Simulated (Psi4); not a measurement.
C3H5 (SMILES [CH2]C=C), doublet (typed; the unrestricted solution is spin-contaminated), at a GFN2-xTB geometry, with bond 3-1 at 1.5 times its length; Psi4 with HF/3-21G.

The Psi4 input:
```
memory 2 GB

molecule mol {
0 2
  C     1.219304   -0.012559   -0.151920
  C    -0.050356    0.420887    0.136223
  H     1.484976   -1.524136   -0.651450
  H     2.071795    0.634233   -0.055479
  H    -0.172892    1.445064    0.467704
  C    -1.174911   -0.358483    0.031830
  H    -2.150568    0.024173    0.268577
  H    -1.108971   -1.382263   -0.292658
}

set basis 3-21g
set reference uhf
set stability_analysis follow
set scf_type pk

energy('scf')
print_variables()
```

What the program printed (banner, timings and long lists left out):

```
   => Loading Basis Set <=

    Name: 3-21G
    Role: ORBITAL
    Keyword: BASIS

         ---------------------------------------------------------
                                   SCF
               by Justin Turney, Rob Parrish, Andy Simmonett
                          and Daniel G. A. Smith
                              UHF Reference
         ---------------------------------------------------------

  ==> Geometry <==

    Molecular point group: c1
    Full point group: C1

    Geometry (in Angstrom), charge = 0, multiplicity = 2:

       Center              X                  Y                   Z               Mass
    ------------   -----------------  -----------------  -----------------  -----------------
         C            1.217994104521    -0.007415811775    -0.150171171835    12.000000000000
         C           -0.051665895479     0.426030188225     0.137971828165    12.000000000000
         H            1.483666104521    -1.518992811775    -0.649701171835     1.007825032230
         H            2.070485104521     0.639376188225    -0.053730171835     1.007825032230
         H           -0.174201895479     1.450207188225     0.469452828165     1.007825032230
         C           -1.176220895479    -0.353339811775     0.033578828165    12.000000000000
         H           -2.151877895479     0.029316188225     0.270325828165     1.007825032230
         H           -1.110280895479    -1.377119811775    -0.290909171835     1.007825032230

  Running in c1 symmetry.

  Rotational constants: A =      1.55960  B =      0.35213  C =      0.28727 [cm^-1]
  Rotational constants: A =  46755.65910  B =  10556.48215  C =   8612.05444 [MHz]
  Nuclear repulsion =   64.036341441226426

  Charge       = 0
  Multiplicity = 2
  Electrons    = 23
  Nalpha       = 12
  Nbeta        = 11

  ==> Algorithm <==

  SCF Algorithm Type is PK.
  DIIS enabled.
  MOM disabled.
  Fractional occupation disabled.
  Guess Type is SAD.
  Energy threshold   = 1.00e-06
  Density threshold  = 1.00e-06
  Integral threshold = 1.00e-12

  ==> Primary Basis <==

  Basis Set: 3-21G
    Blend: 3-21G
    Number of shells: 25
    Number of basis functions: 37
    Number of Cartesian functions: 37
    Spherical Harmonics?: false
    Max angular momentum: 1

  ==> Integral Setup <==

  Using in-core PK algorithm.
   Calculation information:
      Number of atoms:                   8
      Number of AO shells:              25
      Number of primitives:             42
      Number of atomic orbitals:        37
      Number of basis functions:        37

      Integral cutoff                 1.00e-12
      Number of threads:                 1

  Performing in-core PK
  Using 494912 doubles for integral storage.
  We computed 51038 shell quartets total.
  Whereas there are 52975 unique shell quartets.

  ==> DiskJK: Disk-Based J/K Matrices <==

    J tasked:                  Yes
    K tasked:                  Yes
    wK tasked:                  No
    Schwarz Cutoff:          1E-12

  Minimum eigenvalue in the overlap matrix is 1.1563149765E-02.
  Reciprocal condition number of the overlap matrix is 2.8436823367E-03.
    Using symmetric orthogonalization.

  ==> Pre-Iterations <==

  SCF Guess: Superposition of Atomic Densities via on-the-fly atomic UHF (no occupation information).

   -------------------------
    Irrep   Nso     Nmo
   -------------------------
     A         37      37
   -------------------------
    Total      37      37
   -------------------------

  ==> Iterations <==

                        Total Energy        Delta E     RMS |[F,P]|

   @UHF iter SAD:  -114.74014531821962   -1.14740e+02   0.00000e+00
   @UHF iter   1:  -115.66924116782148   -9.29096e-01   6.80799e-03 DIIS/ADIIS
   @UHF iter   2:  -115.71889448132630   -4.96533e-02   2.78623e-03 DIIS/ADIIS
   @UHF iter   3:  -115.72846078183822   -9.56630e-03   1.27075e-03 DIIS/ADIIS
   @UHF iter   4:  -115.73409454672159   -5.63376e-03   7.97648e-04 DIIS/ADIIS
   @UHF iter   5:  -115.73739275731937   -3.29821e-03   4.32828e-04 DIIS/ADIIS
   @UHF iter   6:  -115.73831404206202   -9.21285e-04   2.96602e-04 DIIS/ADIIS
   @UHF iter   7:  -115.73887572698925   -5.61685e-04   2.56353e-04 DIIS/ADIIS
   @UHF iter   8:  -115.73987957804684   -1.00385e-03   1.76502e-04 DIIS/ADIIS
   @UHF iter   9:  -115.74042058168575   -5.41004e-04   5.76503e-05 DIIS
   @UHF iter  10:  -115.74043255896709   -1.19773e-05   2.64953e-05 DIIS
   @UHF iter  11:  -115.74043795898922   -5.40002e-06   7.92201e-06 DIIS
   @UHF iter  12:  -115.74043819896076   -2.39972e-07   2.79546e-06 DIIS
   @UHF iter  13:  -115.74043823058250   -3.16217e-08   9.03673e-07 DIIS
  Energy and wave function converged.

    Wavefunction stable under totally symmetric rotations.
    Lowest totally symmetric eigenvalue: 0.087275
    Lowest UHF->UHF stability eigenvalues:
       A 0.087275

    Stability analysis over.

  ==> Post-Iterations <==

   @Spin Contamination Metric:   3.701526736E-01
   @S^2 Expected:                7.500000000E-01
   @S^2 Observed:                1.120152674E+00
   @S   Expected:                5.000000000E-01
   @S   Observed:                5.000000000E-01

    Orbital Energies [Eh]
    ---------------------

    Alpha Occupied:

       1A    -11.218689     2A    -11.174440     3A    -11.170143
       4A     -1.081914     5A     -0.945092     6A     -0.744581
       7A     -0.665502     8A     -0.580475     9A     -0.538660
      10A     -0.474027    11A     -0.444550    12A     -0.344766

    Alpha Virtual:

      13A      0.173389    14A      0.229860    15A      0.277776
      16A      0.319810    17A      0.365060    18A      0.387006
      19A      0.534168    20A      0.578936    21A      0.882502
      22A      0.915504    23A      0.930384    24A      0.996184
      25A      1.041977    26A      1.098747    27A      1.117959
      28A      1.156240    29A      1.180112    30A      1.324487
      31A      1.358268    32A      1.403413    33A      1.556328
      34A      1.588132    35A      1.693042    36A      1.814176
      37A      2.036400

    Beta Occupied:

       1A    -11.188827     2A    -11.185427     3A    -11.154891
       4A     -1.063875     5A     -0.861231     6A     -0.720285
       7A     -0.652341     8A     -0.565681     9A     -0.522989
      10A     -0.451209    11A     -0.417288

    Beta Virtual:

      12A      0.133037    13A      0.190201    14A      0.276839
      15A      0.286230    16A      0.334639    17A      0.381141
      18A      0.390225    19A      0.540654    20A      0.592478
      21A      0.888872    22A      0.930098    23A      0.996600
      24A      1.055441    25A      1.092578    26A      1.102422
      27A      1.108085    28A      1.123513    29A      1.212823
      30A      1.326805    31A      1.363150    32A      1.410198
      33A      1.558758    34A      1.595117    35A      1.702644
      36A      1.857971    37A      2.035750

    Final Occupation by Irrep:
              A
    DOCC [    11 ]
    SOCC [     1 ]
    NA   [    12 ]
    NB   [    11 ]

  @UHF Final Energy:  -115.74043823058250

   => Energetics <=

    Nuclear Repulsion Energy =             64.0363414412264262
    One-Electron Energy =                -281.3866723136383143
    Two-Electron Energy =                 101.6098926418293900
    Total Energy =                       -115.7404382305824981

  UHF NO Occupations:
  HONO-2 :   10  A 1.9234094
  HONO-1 :   11  A 1.8910338
  HONO-0 :   12  A 1.0000000
  LUNO+0 :   13  A 0.1089662
  LUNO+1 :   14  A 0.0765906
  LUNO+2 :   15  A 0.0024872
  LUNO+3 :   16  A 0.0019363

Computation Completed

Properties will be evaluated at   0.000000,   0.000000,   0.000000 [a0]

Properties computed using the SCF density matrix

 Multipole Moments:

 ------------------------------------------------------------------------------------
     Multipole            Electronic (a.u.)      Nuclear  (a.u.)        Total (a.u.)
 ------------------------------------------------------------------------------------

 L = 1.  Multiply by 2.5417464519 to convert [e a0] to [Debye]
 Dipole X            :         -0.1863677            0.1104250           -0.0759426
 Dipole Y            :          0.9096307           -0.7286135            0.1810171
 Dipole Z            :          0.3038220           -0.2386440            0.0651780
 Magnitude           :                                                    0.2068397

 ------------------------------------------------------------------------------------

  Variable Map:
  ----------------------------------------------------------------------------
  "CURRENT ENERGY"           =>    -115.740438230582
  "CURRENT REFERENCE ENERGY" =>    -115.740438230582
  "DD SOLVATION ENERGY"      =>       0.000000000000
  "HF KINETIC ENERGY"        =>     115.272032086916
  "HF POTENTIAL ENERGY"      =>    -231.012470317499
  "HF TOTAL ENERGY"          =>    -115.740438230582
  "HF VIRIAL RATIO"          =>       2.004063484743
  "NUCLEAR REPULSION ENERGY" =>      64.036341441226
  "ONE-ELECTRON ENERGY"      =>    -281.386672313638
  "PCM POLARIZATION ENERGY"  =>       0.000000000000
  "PE ENERGY"                =>       0.000000000000
  "SCF ITERATION ENERGY"     =>    -115.740438230582
  "SCF ITERATIONS"           =>      13.000000000000
  "SCF TOTAL ENERGY"         =>    -115.740438230582
  "TWO-ELECTRON ENERGY"      =>     101.609892641829

  Array Variable Map:
  ----------------------------------------------------------------------------
  "CURRENT DIPOLE"           =>      -0.075942634708 ... 0.065178048269 1 by 3
  "SCF DIPOLE"               =>      -0.075942634708 ... 0.065178048269 1 by 3
  "SCF STABILITY EIGENVALUES" =>       0.087274581711 ... 0.087274581711 1 by 1
  "SCF TOTAL ENERGIES"       =>    -114.740145318220 ... -115.740438230582 1 by 14
```
